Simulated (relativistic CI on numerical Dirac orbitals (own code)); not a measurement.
**Co²⁺: L2,3 absorption edge**

Computed with this model: Dirac-Coulomb-Breit CI, orbitals from a KLI potential per configuration, QED by a radiative potential, valence Slater integrals scaled by 0.9, multiplet model of core-to-valence dipole absorption; configurations [Ar] 3d7 → [He] 2s2 2p5 3s2 3p6 3d8; 300 K; Lorentzian 0.4 eV and Gaussian 0.3 eV FWHM. Energies are those of the free ion, without screening or charge transfer. The branching ratio is the share of the lower-energy edge in the whole absorption, uncertain by about 0.02 where the edges overlap. S is read from ⟨S²⟩ = S(S + 1).

Field parameters in Wybourne normalisation: Td as Oh with Dq negative (B⁴₀ = 21Dq, B⁴₄ = √(5/14) B⁴₀). The field is a parameter set, without covalency.

Computed curve for free ion, scaled to 100 at the maximum (points under 2 are left out and the grid is thinned):

```json
{"Energy (eV)": "777.2", "Intensity": "2.1"}
{"Energy (eV)": "777.4", "Intensity": "2.5"}
{"Energy (eV)": "777.6", "Intensity": "3.1"}
{"Energy (eV)": "777.7", "Intensity": "3.5"}
{"Energy (eV)": "777.9", "Intensity": "4.6"}
{"Energy (eV)": "778.1", "Intensity": "6.6"}
{"Energy (eV)": "778.3", "Intensity": "10.9"}
{"Energy (eV)": "778.4", "Intensity": "15.1"}
{"Energy (eV)": "778.6", "Intensity": "28.3"}
{"Energy (eV)": "778.8", "Intensity": "35.8"}
{"Energy (eV)": "779.0", "Intensity": "32.7"}
{"Energy (eV)": "779.2", "Intensity": "44.5"}
{"Energy (eV)": "779.3", "Intensity": "59.5"}
{"Energy (eV)": "779.5", "Intensity": "82.8"}
{"Energy (eV)": "779.7", "Intensity": "62.0"}
{"Energy (eV)": "779.9", "Intensity": "36.7"}
{"Energy (eV)": "780.0", "Intensity": "32.4"}
{"Energy (eV)": "780.2", "Intensity": "39.6"}
{"Energy (eV)": "780.4", "Intensity": "66.2"}
{"Energy (eV)": "780.6", "Intensity": "85.2"}
{"Energy (eV)": "780.8", "Intensity": "90.4"}
{"Energy (eV)": "780.9", "Intensity": "94.1"}
{"Energy (eV)": "781.1", "Intensity": "80.7"}
{"Energy (eV)": "781.3", "Intensity": "58.5"}
{"Energy (eV)": "781.5", "Intensity": "70.1"}
{"Energy (eV)": "781.6", "Intensity": "86.8"}
{"Energy (eV)": "781.8", "Intensity": "99.5"}
{"Energy (eV)": "782.0", "Intensity": "62.2"}
{"Energy (eV)": "782.2", "Intensity": "29.8"}
{"Energy (eV)": "782.4", "Intensity": "16.6"}
{"Energy (eV)": "782.5", "Intensity": "13.5"}
{"Energy (eV)": "782.7", "Intensity": "10.4"}
{"Energy (eV)": "782.9", "Intensity": "10.5"}
{"Energy (eV)": "783.1", "Intensity": "15.1"}
{"Energy (eV)": "783.3", "Intensity": "23.7"}
{"Energy (eV)": "783.4", "Intensity": "25.8"}
{"Energy (eV)": "783.6", "Intensity": "19.9"}
{"Energy (eV)": "783.8", "Intensity": "10.4"}
{"Energy (eV)": "784.0", "Intensity": "5.8"}
{"Energy (eV)": "784.1", "Intensity": "4.7"}
{"Energy (eV)": "784.3", "Intensity": "3.6"}
{"Energy (eV)": "784.5", "Intensity": "2.9"}
{"Energy (eV)": "784.7", "Intensity": "2.4"}
{"Energy (eV)": "794.7", "Intensity": "2.3"}
{"Energy (eV)": "794.8", "Intensity": "2.8"}
{"Energy (eV)": "795.0", "Intensity": "4.0"}
{"Energy (eV)": "795.2", "Intensity": "6.3"}
{"Energy (eV)": "795.4", "Intensity": "12.1"}
{"Energy (eV)": "795.5", "Intensity": "18.2"}
{"Energy (eV)": "795.7", "Intensity": "38.4"}
{"Energy (eV)": "795.9", "Intensity": "49.3"}
{"Energy (eV)": "796.1", "Intensity": "31.9"}
{"Energy (eV)": "796.3", "Intensity": "14.2"}
{"Energy (eV)": "796.4", "Intensity": "9.7"}
{"Energy (eV)": "796.6", "Intensity": "5.1"}
{"Energy (eV)": "796.8", "Intensity": "3.2"}
{"Energy (eV)": "797.0", "Intensity": "2.2"}
{"Energy (eV)": "797.8", "Intensity": "2.1"}
{"Energy (eV)": "798.0", "Intensity": "2.7"}
{"Energy (eV)": "798.2", "Intensity": "2.2"}
```

The ground state has S = 1.50, and the centroid lies at 782.85 eV.
